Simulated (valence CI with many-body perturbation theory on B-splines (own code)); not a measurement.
## Mn²⁰⁺: what the settings do

Calculated by valence CI with perturbative core correlation (CI+MBPT): three valence electrons over a frozen Dirac-Fock core [He], radial functions for each j: 6 s, 6 p, 5 d, 3 f, 1 g, with the one-electron correlation potential Σ1 (screened to all orders), the two-electron term Σ2, the three-electron term Σ3, Breit, model QED; selected single and double excitations, second order for the rest (own B-spline code, finite nucleus).

No measured spectrum was set against this ion. As an estimate, levels of excited configurations hold to 0.05 to 0.15 % of their energy, terms of the ground configuration to about 0.5 %.

The reference run has the lowest level 2s²2p ²P°_1/2 and an ionisation energy of 1643.43 eV. Its largest variational space holds 4257 state functions.

Names give the largest LS component (configuration and term), which can be under half, so a name can repeat, a term be missing and a line seem to break the LS rules; names also repeat where a configuration has a term twice.

```
        Level  Reference (cm⁻¹)  Shift (cm⁻¹)
2s²2p ²P°_3/2             99449          +3.7
 2s2p² ⁴P_1/2            379061           -95
 2s2p² ⁴P_3/2            424370          -105
 2s2p² ⁴P_5/2            470209           -90
 2s2p² ²D_3/2            687667          +211
 2s2p² ²D_5/2            704443          +190
 2s2p² ²P_1/2            806658          +394
 2s2p² ²S_1/2            911335          +405
 2s2p² ²P_3/2            925271          +376
  2p³ ⁴S°_3/2           1177060          +280
  2p³ ²D°_3/2           1311070          +281
  2p³ ²D°_5/2           1335190          +272
```

The ionisation energy moves by +0.034 eV.

(1) Which of these changes was made?
A. scale of Σ1 1 → 0; scale of Σ2 1 → 0; three-electron term on → off; QED terms on → off
B. scale of Σ1 1 → 0.9
C. three-electron term on → off
D. size limit of the variational space 10000 → 300; second order for the rest on → off

## Answers

(1) C. three-electron term on → off.
